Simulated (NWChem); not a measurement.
System meant: SiH3O3, doublet; SMILES O[Si](O)O

Input file for NWChem:

```
start job
memory heap 200 mb stack 900 mb global 1100 mb
geometry units angstroms noautoz
  O     -1.476608    -0.129067     0.209650
  Si     0.093166     0.013838    -0.316140
  O      0.930867    -1.265593     0.348610
  O      0.600756     1.496282     0.226467
  H     -1.845920    -1.017764     0.199014
  H      1.809021    -1.423855    -0.012185
  H     -0.041295     1.951650     0.784485
end
basis spherical
  O library def2-svp
  Si library def2-svp
  H library def2-svp
end
dft
  odft
  mult 2
  xc b3lyp
  iterations 4
  mulliken
end
task dft energy
```

End of the output:

```
     --------------------------
     Expectation value of S2:
     --------------------------
      <S2> =      0.7514 (Exact =     0.7500)

 center of mass
 --------------
 x =   0.00774966 y =   0.01108001 z =  -0.01790798

 moments of inertia (a.u.)
 ------------------
         270.922588276268          -0.000000000000          -0.000000000000
          -0.000000000000         240.443370387939          -0.000000000000
          -0.000000000000          -0.000000000000         464.113847185776

     Multipole analysis of the density
     ---------------------------------

     L   x y z        total         alpha         beta         nuclear
     -   - - -        -----         -----         ----         -------
     0   0 0 0     -0.000000    -21.000000    -20.000000     41.000000

     1   1 0 0     -0.151012     -0.181348      0.030336     -0.000000
     1   0 1 0     -0.375631     -0.110094     -0.265537     -0.000000
     1   0 0 1     -0.108701      0.813169     -0.921870      0.000000

     2   2 0 0    -20.179281    -71.072242    -68.723238    119.616199
     2   1 1 0     -0.945024      0.092517     -0.029363     -1.008178
     2   1 0 1     -0.382380      0.156171     -0.288148     -0.250403
     2   0 2 0    -20.177877    -79.642508    -77.001058    136.465689
     2   0 1 1      2.385247     -0.279627     -0.108532      2.773406
     2   0 0 2    -22.013834    -20.275639    -14.622580     12.884385

 ------------------------------------------------------------------------
 dft energy failed                                                                                  0
 ------------------------------------------------------------------------
 ------------------------------------------------------------------------
  current input line :
    24: task dft energy
 ------------------------------------------------------------------------
 ------------------------------------------------------------------------
 This type of error is most commonly associated with calculations not reaching convergence criteria
 ------------------------------------------------------------------------
 For more information see the NWChem manual at https://nwchemgit.github.io

0:dft energy failed:Received an Error in Communication
```

Question: What is wrong, and how is it mended?

Answer: Convergence was not reached. Cause: the SCF was allowed too few iterations. This input runs:
```
start job
memory heap 200 mb stack 900 mb global 1100 mb
geometry units angstroms noautoz
  O     -1.476608    -0.129067     0.209650
  Si     0.093166     0.013838    -0.316140
  O      0.930867    -1.265593     0.348610
  O      0.600756     1.496282     0.226467
  H     -1.845920    -1.017764     0.199014
  H      1.809021    -1.423855    -0.012185
  H     -0.041295     1.951650     0.784485
end
basis spherical
  * library def2-svp
end
dft
  odft
  mult 2
  xc b3lyp
  iterations 150
  mulliken
end
task dft energy
```
It converges to -516.79407 Ha (B3LYP/def2-SVP, spin-unrestricted).
